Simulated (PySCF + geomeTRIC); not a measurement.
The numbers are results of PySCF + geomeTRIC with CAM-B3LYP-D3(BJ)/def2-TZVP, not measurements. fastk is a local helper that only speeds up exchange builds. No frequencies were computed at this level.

```python
import json, numpy as np
from pyscf import gto, dft
from fastk import lowrank_exchange
atoms = """
Cl    -1.262769    -1.916013     0.083746
In    -0.000002     0.000018     0.000178
Cl     2.291865    -0.135978    -0.032511
Cl    -1.029094     2.051974    -0.051413
"""
def scf(charge, spin, dm0=None):
    mol = gto.M(atom=atoms, basis='def2-tzvp', ecp={'In': 'def2-tzvp'}, charge=charge, spin=spin, verbose=3, max_memory=5040)
    mf = dft.KS(mol, xc='cam-b3lyp').density_fit(auxbasis="def2-universal-jkfit")
    mf.disp = 'd3bj'
    mf.grids.level = 3
    mf.conv_tol = 1e-8
    mf.max_cycle = 60
    mf.kernel(dm0)
    if not mf.converged:
        mf = mf.newton().run(mf.mo_coeff, mf.mo_occ).undo_soscf()
    return mf
mf = scf(0, 0)
from pyscf.geomopt.geometric_solver import kernel as optimize
path = []
done, mol = optimize(mf, maxsteps=80, assert_convergence=False, callback=lambda env: path.append((env["energy"], bool(env["g_scanner"].converged))))
res = dict(converged=bool(done and path[-1][1]), energy=path[-1][0], path=[e for e, c in path], xyz=mol.atom_coords(unit="Angstrom").tolist(), nao=mol.nao)
json.dump(res, open("result.json", "w"))
```

Output:

```
converged SCF energy = -1570.9568319395
Geometry optimization cycle 1
converged SCF energy = -1570.9568319395
cycle 1: E = -1570.95683194  dE = -1570.96  norm(grad) = 0.00154935
Geometry optimization cycle 2
converged SCF energy = -1570.95683863813
cycle 2: E = -1570.95683864  dE = -6.69864e-06  norm(grad) = 0.000232492
Geometry optimization cycle 3
converged SCF energy = -1570.95683877901
cycle 3: E = -1570.95683878  dE = -1.40876e-07  norm(grad) = 0.000164523
Geometry optimization cycle 4
converged SCF energy = -1570.95683875866
cycle 4: E = -1570.95683876  dE = 2.03513e-08  norm(grad) = 0.000239539
<class 'geometric.internal.Distance'> : 3
<class 'geometric.internal.Angle'> : 2
<class 'geometric.internal.OutOfPlane'> : 1
<class 'geometric.internal.TranslationX'> : 1
<class 'geometric.internal.TranslationY'> : 1
<class 'geometric.internal.TranslationZ'> : 1
<class 'geometric.internal.RotationA'> : 1
<class 'geometric.internal.RotationB'> : 1
<class 'geometric.internal.RotationC'> : 1
Step    0 : Gradient = 7.747e-04/9.438e-04 (rms/max) Energy = -1570.9568319395
Step    1 : Displace = 2.963e-03/3.436e-03 (rms/max) Trust = 1.000e-01 (=) Grad = 1.162e-04/1.437e-04 (rms/max) E (change) = -1570.9568386381 (-6.699e-06) Quality = 0.781
Step    2 : Displace = 1.226e-03/2.102e-03 (rms/max) Trust = 1.414e-01 (+) Grad = 8.226e-05/1.138e-04 (rms/max) E (change) = -1570.9568387790 (-1.409e-07) Quality = 0.234
Step    3 : Displace = 6.037e-04/7.306e-04 (rms/max) Trust = 6.129e-04 (-) Grad = 1.198e-04/1.654e-04 (rms/max) E (change) = -1570.9568387587 (+2.035e-08) Quality = -0.012
Converged! =D
```

Cost: around 2.4 core-minutes (rough).
